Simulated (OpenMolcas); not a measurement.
Er3+ with its 6 nearest oxide ions at 2.212 Å, on the Mg site of MgO (a = 4.2112 Å, distance in the model lattice 2.106 Å). The rest of the host is ab initio model potentials to 7.6 Å, with orthogonalisation functions on the cations behind the ligands, and point charges beyond; the distance is set by hand and nothing relaxes, and no local charge compensation is placed. Ligand basis ANO-RCC-VDZP.

```yaml
Program: OpenMolcas 26.06
Method: CASSCF
Basis: ANO-RCC-VDZP [7s6p4d2f1g]
Scalar_Hamiltonian: DKH2, point nucleus
Active_space: 11 electrons in 7 orbitals (4f)
State_averaging: 2S+1 = 4 odd, 35 roots (30 in the spin-orbit step); 2S+1 = 2 odd, 35 roots kept (CI in the orbitals of an earlier block)
Spin-orbit_coupling: RASSI with atomic mean-field integrals over the reference wave functions
```

Task: What is the spin-free ground state (labels of O, the rotations of Oh)?

Result: 4A1, 1-fold in its orbital part, 100 % from free-ion I terms; it has the highest spin that f11 allows.

Task: Where is the first state of the same spin?

Result: 4T2 at 58.5 cm-1 above the ground state.

Task: What are the lowest two levels with spin-orbit coupling?

Result: A 4-fold level Γ8, then a 2-fold level Γ7 70.8 cm-1 above it. Their leading multiplicities are 4 (98 %) and 4 (98 %).

Task: What is χT at 300 K, and how does it compare with the textbook value?

Result: Hund's rules give f11 the level 4I15/2 with g = 1.200, so an isolated free-ion multiplet has χT = g² J(J+1) / 8 = 11.475 cm3 K/mol. The computed 11.102 at 300 K differs by -3 %, through the field's splitting, the mixing of terms and any other multiplet in reach.

High states are left out of the spin-orbit mixing, which shifts the levels that they would mix with. Without dynamic correlation the ligand-field splitting of an f shell can come out too small, at times by half. The first state left out of the spin-orbit step lies near 33000 cm-1 above the lowest spin-free state of the reference (among the parities and spins computed), and the lists stop at four fifths of that energy or lower. No measured value stands beside these numbers; the geometry was set by hand and not optimised.
